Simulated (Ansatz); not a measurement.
C2H7AlO (SMILES [CH3][Al]([CH3])[OH]), singlet, at a GFN2-xTB geometry (such geometries of metal compounds can be far from the true shape); SVWN5/STO-3G in Ansatz (an electronic-structure program).

Input for Ansatz:
Ansatz 0.2 input:
```yaml
crystal:
  periodic: [false, false, false]
  atoms:
    - {symbol: Al, position_ang: [0.04367935, -0.01071840, 0.02948782]}
    - {symbol: C, position_ang: [-1.44752066, -1.34195573, 0.04740224]}
    - {symbol: H, position_ang: [-1.11874466, -2.31455965, -0.32848525]}
    - {symbol: H, position_ang: [-2.30192831, -1.03442102, -0.55700306]}
    - {symbol: H, position_ang: [-1.81385232, -1.51596260, 1.06270237]}
    - {symbol: C, position_ang: [0.01448756, 1.69360541, -1.01483942]}
    - {symbol: H, position_ang: [0.85812912, 1.75048597, -1.70790879]}
    - {symbol: H, position_ang: [0.09954629, 2.56465910, -0.35957311]}
    - {symbol: H, position_ang: [-0.89618418, 1.81920068, -1.60203496]}
    - {symbol: O, position_ang: [1.38167833, -0.33904782, 0.93276771]}
    - {symbol: H, position_ang: [2.14997442, -0.52757875, 1.45144254]}
basis:
  gaussian:
    orbitals: STO-3G
    symmetry_tolerance_ang: 0.01
hamiltonian:
  xc: {name: SVWN5}
```

What the program printed (banner, timings and long lists left out):

```
Functional definition: SVWN5
393 factors; integrals over basis functions are off by at most 6.1e-5 eV
mean field evaluation 1: about -10630.2027 eV, gradient 3.3e1 eV
mean field evaluation 2: about -10613.8955 eV, gradient 8.4e1 eV
mean field evaluation 4: about -10633.5865 eV, gradient 3.9e0 eV
mean field evaluation 8: about -10633.5304 eV, gradient 4.2e-2 eV
mean field -10633.53041013 eV, -390.7750349064 hartree, gradient 1.4e-5 eV, S^2 0.000000; 0 other end points of the search recorded, 0 dependent functions left out
reference -10633.53043602 eV, -390.7750358578 hartree; 20, 20 occupied and 11, 11 virtual orbitals, 393 factors
Total energy: -10633.53043602 eV, -390.7750358578 hartree
```
